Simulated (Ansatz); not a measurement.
Isolated molecules relaxed with PBE0-D4/def2-TZVP in Ansatz; ΔE leaves out vibrations. CCSD(T)/CBS is the MP2 limit (def2-TZVPP, def2-QZVPP) plus CCSD(T) − MP2 in def2-TZVPP, frozen cores. This one scheme is used for every species. DFT in def2-TZVPP. B3LYP here is the variant with VWN-RPA as its local correlation; programs differ in this. Elements past krypton have def2 core potentials. For Ga, Sn outer-core shells are correlated without core-valence functions, which leaves a few kJ/mol of doubt a bond. Scalar relativity is left out up to krypton. Each species was taken in one conformer, which may not be the lowest.

Consider the cleavage of the Sn–Ga bond: `[CH3][SnH2][GaH2]` + `N=C=O` → `[CH3][SnH2][N]=C=O` + `[GaH3]`.

`[CH3][SnH2][GaH2]`:

Z-matrix (Å, degrees):
```
C
Sn 1 2.149
H 1 1.090 2 110.0
H 1 1.090 2 109.9 3 -120.1
H 1 1.090 2 110.0 3 119.9
Ga 2 2.622 1 113.9 3 -59.5
H 2 1.717 1 108.0 3 177.4
H 2 1.717 1 107.9 3 63.2
H 6 1.574 2 120.9 1 -177.4
H 6 1.576 2 121.1 1 2.7
```

`N=C=O`:

```xyz
4

N    -0.374   -0.656   -0.129
C     0.299    0.253    0.298
O     0.975    1.041    0.817
H    -0.900   -0.638   -0.985
```

`[CH3][SnH2][N]=C=O`:

```xyz
10

C    -0.828    1.625   -0.102
Sn    0.343   -0.020   -0.756
N     0.024   -1.446    0.654
C     0.609   -2.300    1.260
O     1.121   -3.146    1.885
H    -0.467    1.962    0.870
H    -1.867    1.311   -0.010
H    -0.762    2.447   -0.815
H    -0.198   -0.712   -2.217
H     2.023    0.278   -0.769
```

`[GaH3]`:

Cartesian coordinates in Å:
```
Ga 0.000 0.000 -0.001
H -0.181 1.533 -0.279
H -1.258 -0.929 0.120
H 1.439 -0.603 0.159
```

Q: Is it downhill or uphill in electronic energy at CCSD(T)/CBS, and by how much? (Best estimate.)

A: Computed: Nearly level: ΔE = -0.3 kcal/mol.

Q: What do these levels give: BLYP-D4, r2SCAN-D4, B3LYP-D4, RPA@PBE/def2-TZVPP, CCSD/def2-TZVPP, HF/CBS(def2)? (Estimate.)

A: Computed: BLYP-D4 1.4, r2SCAN-D4 0.7, B3LYP-D4 0.5, RPA@PBE/def2-TZVPP -2.0, CCSD/def2-TZVPP -1.6, HF/CBS(def2) -6.4 kcal/mol.

Largest T1 diagnostic among the species: 0.018.

From PBE to PBE0 (25 % exact exchange), in def2-TZVPP and without D4, ΔE moves by −1.5 kcal/mol. In def2-TZVPP, CCSD(T) changes the Hartree–Fock value by +4.4 kcal/mol (the triples alone add +0.3 kcal/mol) and MP2 by +3.9 kcal/mol.
